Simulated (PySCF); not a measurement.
CH3Cl, charge +1, doublet, at a GFN2-xTB geometry (a state made from the parent by changing its charge; the spin is typed, not shown lowest). Base run: PBE0/6-31G** (PySCF).

Geometry (Å):
```xyz
5

C     -0.0013     0.0452    -1.0824
Cl     0.0008    -0.0268     0.6405
H     -0.0321     1.0942    -1.4215
H      0.9087    -0.4290    -1.4863
H     -0.8820    -0.4816    -1.4863
```
Charge +1, spin multiplicity 2.
Orbitals are unrestricted.
All else is at PySCF's defaults.
Base energy -499.47510 Eh.

Each row names what was changed in the base input (with any setting that the change needs).

| change | ΔE vs base (µEh) | SCF cycles | <S^2> | outcome |
|---|---|---|---|---|
| base | 0.0 | 10 | 0.753 | converged |
| level_shift = 1.0 (with mf.max_cycle = 100) | 0.7 | 49 | 0.753 | converged |
| conv_tol_grad = 1e-7 | -0.1 | 30 | 0.753 | converged |
| DIIS = EDIIS | 0.0 | 34 | 0.753 | converged |
| diis = off; damp = 0.3 (with mf.diis_start_cycle = 200; with mf.max_cycle = 150) | 0.0 | 17 | 0.753 | converged |
| diis_space = 2 | 0.0 | 13 | 0.753 | converged |
| diis_space = 4 | 0.0 | 11 | 0.753 | converged |
| diis = off; damp = 0.6 (with mf.diis_start_cycle = 200; with mf.max_cycle = 150) | 0.0 | 28 | 0.753 | converged |
| conv_tol = 1e-12 | -0.1 | 32 | 0.753 | converged |
| diis_space = 12 | 0.0 | 10 | 0.753 | converged |
| diis = off (with mf.max_cycle = 100) | - | 100 | - | not converged |
| conv_tol = 1e-11 | -0.1 | 30 | 0.753 | converged |
| solver = newton | -0.1 | - | 0.753 | converged |

Open shells are given as the SCF converged; they aren't shown to be the lowest states, and a large step between rows can be another state.
